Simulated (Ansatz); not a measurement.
```yaml
crystal:
  periodic: [false, false, false]
  atoms:
    - {symbol: O, position_ang: [0.908562, -0.725676, -0.017317]}
    - {symbol: Si, position_ang: [-0.255783, 0.056784, -0.875694]}
    - {symbol: Ga, position_ang: [0.001524, 0.217528, 1.374985]}
    - {symbol: H, position_ang: [-1.307520, -0.769517, -1.527943]}
    - {symbol: H, position_ang: [0.179961, 1.110133, -1.832218]}
    - {symbol: H, position_ang: [0.515357, 0.046748, 2.831986]}
basis:
  gaussian: {orbitals: cc-pVDZ, final_grid: {core_spheres: 5, valence_spheres: 4, degree: 11}}
total_charge: -1
magnetization: {spin_polarized: true, initial_magnetization: 1}
hamiltonian: {xc: {name: LC-wPBE}}
```

```sh
$ ansatz run in.yaml --threads 2 --pin off --events-out ev --progress --plain --max-ram 4352MiB
```

Shortened log:

```
Functional definition: LC-wPBE
925 factors; their error is unknown
290 factors; integrals over basis functions are off by at most 2.0e-5 eV
mean field evaluation 1: about -62337.8397 eV, gradient 1.2e1 eV
mean field evaluation 2: about -62338.5142 eV, gradient 9.7e0 eV
mean field evaluation 4: about -62338.8929 eV, gradient 9.3e-1 eV
mean field evaluation 8: about -62338.9099 eV, gradient 1.2e-1 eV
mean field evaluation 16: about -62338.8872 eV, gradient 7.7e-3 eV
mean field -62339.43025168 eV, -2290.9318065658 hartree, gradient 2.9e-5 eV, S^2 0.777848; 2 other end points of the search recorded, 0 dependent functions left out
reference -62339.43025169 eV, -2290.9318065660 hartree; 29, 28 occupied and 45, 46 virtual orbitals, 925 factors
Total energy: -62339.43025169 eV, -2290.9318065660 hartree
```

Hardware: 2 threads of an Intel Xeon on a shared host. Wall time 3 s, peak host memory 0.33 GiB.
